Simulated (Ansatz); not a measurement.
Species: sum formula H₇Si₂N₂O, net charge -1, singlet state. It need not be the lowest isomer of its formula. Whether it binds its extra electron was not tested at this geometry. SMILES: [NH-][SiH2]O[SiH2]N
Structure (B3LYP-D3(BJ)/def2-TZVP (Ansatz, a program for electronic structure) minimum search):
```xyz
12

N      0.9999     1.6196     0.1473
Si     1.5499     0.0699    -0.0189
O      0.3020    -1.0750    -0.2747
Si    -1.2600    -0.6025    -0.3432
N     -1.7853     0.5312     0.8546
H      1.0020     2.1956    -0.6871
H      2.1835    -0.4625     1.2347
H      2.5266    -0.2668    -1.1249
H     -1.5705    -0.0361    -1.6843
H     -2.1070    -1.8250    -0.1797
H     -1.9539     0.1419     1.7733
H     -1.0576     1.2537     0.9211
```
Charge -1, spin multiplicity 1.

Parts of the frozen-core correlation energy in 6-31G (Ansatz, hartree). Frozen orbitals: 13; correlated occupied orbitals by spin: 16 and 16; virtual: 38 and 38. Spin-orbit coupling is left out. Non-relativistic.

```
term                            value
-------------------------  ----------
reference (HF)             -765.56278
MP2 opposite-spin          (withheld)
MP2 same-spin              (withheld)
CCSD correlation           (withheld)
(T)                          -0.01161
T1 diagnostic                   0.016
largest doubles amplitude       0.019
```

Q: What belongs in the gaps?

A: 
- MP2 opposite-spin, value: -0.35346
- MP2 same-spin, value: -0.10857
- CCSD correlation, value: -0.49522
